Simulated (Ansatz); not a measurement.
## Ligand exchange: C2H9FSi2 + NaOH → C2H10OSi2 + NaF

Species: C2H9FSi2 `CC[SiH](F)[SiH3]`, singlet; NaOH `[OH][Na]`, singlet; C2H10OSi2 `CC[SiH](O)[SiH3]`, singlet; NaF, singlet. The partners trade F for OH: Si–F and Na–OH bonds give way to Si–OH and Na–F.

Shapes, held fixed at every level: PBE0-D4/def2-TZVP. Flexible molecules stand in one conformer, not always the lowest. Programs: Ansatz 0.2.0. Electronic energies: no zero-point or thermal term.

| level | kind | ΔE (kJ/mol) | less CCSD(T)/def2-TZVPP |
| --- | --- | --- | --- |
| HF/def2-TZVPP | Hartree–Fock | -30.0 | +0.5 |
| PBE-D4/def2-TZVPP | GGA | -36.5 | -6.0 |
| r2SCAN-D4/def2-TZVPP | meta-GGA | -31.7 | -1.2 |
| PBE0-D4/def2-TZVPP | global hybrid | -36.2 | -5.7 |
| wB97X-V/def2-TZVPP | range-separated hybrid | -34.0 | -3.5 |
| CCSD/def2-TZVPP | coupled cluster or CI | -30.0 | +0.5 |
| CCSD(T)/def2-TZVPP | coupled cluster or CI | -30.5 | 0.0 |

The highest level, CCSD(T)/def2-TZVPP, gives ΔE = -30.5 kJ/mol; the levels span -36.5 to -30.0. The column of differences is taken from that level and isn't an error. No measured value is set beside it here. Correlated rows may include outer-core shells of Na, which these sets cover unevenly.
